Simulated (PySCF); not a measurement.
A geometry optimisation, step by step.

Species: C₂H₆N₂Si₂.
Atom-mapped SMILES: `[CH:1]#[C:2][SiH:3]1[NH:4][SiH2:5][NH:6]1` (hydrogens: H7 on C1; H8 on Si3; H9 on N4; H10, H11 on Si5; H12 on N6)

Method: PySCF 2.14.0, PBE0-D3(BJ)/def2-SVP geometry optimisation, gas phase; density fitting, grid level 1; the optimiser is geomeTRIC in internal coordinates, started from a GFN2-xTB structure with every atom displaced at random (about 0.01 Å). The frame can shift and turn from step to step; on so coarse a grid that alone can change the energy by a few meV, and forces under 0.02 eV/Å are noise.

Step 0: E = -20885.8880 eV, largest atomic force 3.613 eV/Å
```
atom  x, y, z in Å  |  force x, y, z in eV/Å
C1      3.125   -0.533   -0.267   -3.276   1.512  -0.182
C2      1.999   -0.030   -0.322    1.163  -0.309  -0.034
Si3     0.303    0.741   -0.400    0.428  -0.417   0.948
N4     -0.901   -0.294   -1.001   -1.027  -0.705  -0.351
Si5    -1.841   -0.429    0.473    1.594   0.884  -0.340
N6     -0.590    0.626    1.087    0.156   0.499   1.091
H7      4.076   -0.937   -0.227    1.752  -0.802   0.094
H8      0.384    2.082   -0.993    0.252   0.337  -0.214
H9     -1.077   -0.707   -1.879   -0.066  -0.452  -1.178
H10    -3.157    0.207    0.438   -0.698  -0.012   0.003
H11    -1.862   -1.764    1.077   -0.282  -0.528   0.200
H12    -0.419    1.009    2.006    0.003  -0.006  -0.037
```

Step 1: E = -20886.0997 eV, largest atomic force 0.546 eV/Å
```
atom  x, y, z in Å  |  force x, y, z in eV/Å
C1      3.175   -0.361   -0.358    0.331  -0.400   0.167
C2      1.999   -0.054   -0.299   -0.242   0.322  -0.136
Si3     0.294    0.657   -0.344    0.136  -0.050  -0.042
N4     -0.940   -0.374   -1.016   -0.076   0.079   0.241
Si5    -1.846   -0.422    0.483    0.235   0.098   0.017
N6     -0.592    0.605    1.152   -0.109  -0.175  -0.259
H7      4.195   -0.724   -0.352   -0.216   0.177  -0.065
H8      0.450    2.005   -0.964    0.008  -0.032  -0.017
H9     -1.106   -0.786   -1.923    0.085   0.049   0.010
H10    -3.200    0.208    0.439   -0.083  -0.064   0.003
H11    -1.967   -1.774    1.108   -0.086  -0.026   0.021
H12    -0.423    0.992    2.066    0.015   0.021   0.058
```

Step 2: E = -20886.1124 eV, largest atomic force 0.249 eV/Å
```
atom  x, y, z in Å  |  force x, y, z in eV/Å
C1      3.166   -0.374   -0.350   -0.104  -0.188   0.127
C2      1.994   -0.042   -0.304    0.111   0.173  -0.112
Si3     0.298    0.669   -0.349   -0.006  -0.030   0.006
N4     -0.936   -0.364   -1.008   -0.106  -0.036  -0.043
Si5    -1.840   -0.426    0.486    0.145   0.049   0.020
N6     -0.591    0.607    1.143   -0.035   0.005   0.068
H7      4.181   -0.732   -0.351    0.006   0.064  -0.041
H8      0.449    2.014   -0.974    0.009  -0.007  -0.012
H9     -1.092   -0.773   -1.917    0.048   0.011  -0.028
H10    -3.208    0.180    0.445   -0.025  -0.043  -0.001
H11    -1.958   -1.780    1.112   -0.047   0.000   0.008
H12    -0.423    0.994    2.058    0.005  -0.001   0.009
```

Step 3: E = -20886.1198 eV, largest atomic force 0.220 eV/Å
```
atom  x, y, z in Å  |  force x, y, z in eV/Å
C1      3.150   -0.392   -0.338   -0.208  -0.040   0.058
C2      1.989   -0.022   -0.311    0.174   0.075  -0.061
Si3     0.295    0.685   -0.355   -0.071  -0.016   0.022
N4     -0.933   -0.355   -1.011   -0.061  -0.018  -0.054
Si5    -1.827   -0.432    0.489    0.008  -0.035   0.003
N6     -0.590    0.615    1.141    0.006   0.063   0.091
H7      4.162   -0.749   -0.344    0.115  -0.019  -0.011
H8      0.438    2.028   -0.986    0.004   0.008   0.000
H9     -1.078   -0.761   -1.922    0.010  -0.009  -0.011
H10    -3.211    0.141    0.454    0.018   0.000  -0.007
H11    -1.936   -1.788    1.116    0.005   0.012  -0.001
H12    -0.421    1.002    2.058   -0.001  -0.020  -0.029
```

Step 4: E = -20886.1233 eV, largest atomic force 0.091 eV/Å
```
atom  x, y, z in Å  |  force x, y, z in eV/Å
C1      3.136   -0.405   -0.326   -0.072   0.005   0.003
C2      1.988    0.001   -0.320    0.061   0.039  -0.020
Si3     0.290    0.702   -0.362   -0.048  -0.024   0.027
N4     -0.934   -0.348   -1.015    0.002   0.013  -0.043
Si5    -1.814   -0.440    0.492   -0.062  -0.066   0.000
N6     -0.589    0.622    1.139    0.016   0.059   0.029
H7      4.146   -0.771   -0.331    0.053  -0.028   0.009
H8      0.421    2.046   -0.995    0.001   0.005   0.007
H9     -1.071   -0.751   -1.929   -0.011  -0.021   0.004
H10    -3.209    0.105    0.464    0.023   0.025  -0.006
H11    -1.906   -1.797    1.118    0.032   0.007  -0.002
H12    -0.419    1.009    2.055    0.005  -0.015  -0.008
```

Step 5: E = -20886.1245 eV, largest atomic force 0.073 eV/Å
```
atom  x, y, z in Å  |  force x, y, z in eV/Å
C1      3.127   -0.408   -0.320    0.003   0.010  -0.013
C2      1.987    0.019   -0.327    0.007   0.016  -0.004
Si3     0.284    0.713   -0.367   -0.015  -0.022   0.020
N4     -0.934   -0.345   -1.018    0.026   0.029  -0.017
Si5    -1.805   -0.448    0.492   -0.056  -0.046   0.002
N6     -0.588    0.626    1.137    0.003   0.033  -0.014
H7      4.135   -0.786   -0.317   -0.001  -0.013   0.012
H8      0.407    2.058   -0.998   -0.002   0.003   0.005
H9     -1.070   -0.749   -1.933   -0.012  -0.020   0.011
H10    -3.204    0.086    0.469    0.013   0.020  -0.002
H11    -1.881   -1.806    1.119    0.027   0.001  -0.002
H12    -0.417    1.011    2.053    0.007  -0.012   0.002
```

Step 6: E = -20886.1252 eV, largest atomic force 0.037 eV/Å
```
atom  x, y, z in Å  |  force x, y, z in eV/Å
C1      3.122   -0.405   -0.317    0.035   0.004  -0.011
C2      1.986    0.035   -0.333   -0.023   0.001   0.003
Si3     0.279    0.721   -0.371    0.010  -0.013   0.008
N4     -0.934   -0.343   -1.021    0.019   0.027  -0.003
Si5    -1.799   -0.456    0.492   -0.019  -0.012   0.002
N6     -0.589    0.628    1.135   -0.012   0.015  -0.025
H7      4.124   -0.796   -0.304   -0.021   0.002   0.006
H8      0.393    2.069   -0.999   -0.004   0.000   0.001
H9     -1.070   -0.750   -1.934   -0.003  -0.014   0.009
H10    -3.200    0.072    0.474    0.000   0.004   0.002
H11    -1.858   -1.815    1.118    0.010  -0.003  -0.001
H12    -0.416    1.011    2.052    0.008  -0.009   0.008
```

Step 7: E = -20886.1253 eV, largest atomic force 0.025 eV/Å
```
atom  x, y, z in Å  |  force x, y, z in eV/Å
C1      3.120   -0.400   -0.317    0.018   0.003  -0.004
C2      1.985    0.043   -0.335   -0.014  -0.005   0.003
Si3     0.277    0.725   -0.372    0.013  -0.007   0.003
N4     -0.933   -0.343   -1.022    0.001   0.018  -0.001
Si5    -1.797   -0.460    0.492    0.005   0.002   0.002
N6     -0.590    0.628    1.134   -0.017   0.012  -0.014
H7      4.121   -0.795   -0.299   -0.012   0.005   0.001
H8      0.386    2.073   -0.999   -0.003  -0.001  -0.001
H9     -1.069   -0.753   -1.934    0.003  -0.010   0.005
H10    -3.199    0.064    0.476   -0.003  -0.004   0.003
H11    -1.846   -1.820    1.116    0.000  -0.004  -0.001
H12    -0.416    1.009    2.051    0.007  -0.009   0.005
```

Task: Summarise the path.

Result: The energy falls by 22.90 kJ/mol from step 0 to step 7; nine tenths of that is first reached at step 2. It falls at every step. The largest force goes from 3.613 to 0.025 eV/Å. Among the bonds C1–H7 changes most (a near tie, within 0.001 Å, with another), from 1.033 to 1.076 Å; the atoms move by 0.051 Å rms after alignment.

Task: Follow the three bonds and two angles with the largest change from start to end.

Result: 
```tsv
step	E above end (kJ/mol)	largest force (eV/Å)	C1–H7 (Å)	Si3–N4 (Å)	Si5–H10 (Å)	H10–Si5–H11 (°)	Si5–N4–H9 (°)
0	22.90	3.613	1.033	1.698	1.462	113.2	128.3
1	2.47	0.546	1.083	1.743	1.494	108.7	132.2
2	1.25	0.249	1.076	1.739	1.496	107.8	132.5
3	0.53	0.220	1.073	1.738	1.498	106.8	133.3
4	0.20	0.091	1.074	1.739	1.498	106.2	133.8
5	0.08	0.073	1.076	1.740	1.497	106.4	133.9
6	0.02	0.037	1.076	1.740	1.497	106.8	133.8
7	0.00	0.025	1.076	1.740	1.497	107.0	133.6
```

The cost below is that of the whole optimisation. On one thread, Arm Neoverse V1 (aarch64), shared host, this took 45 s wall and 0.53 GiB of memory at its peak.
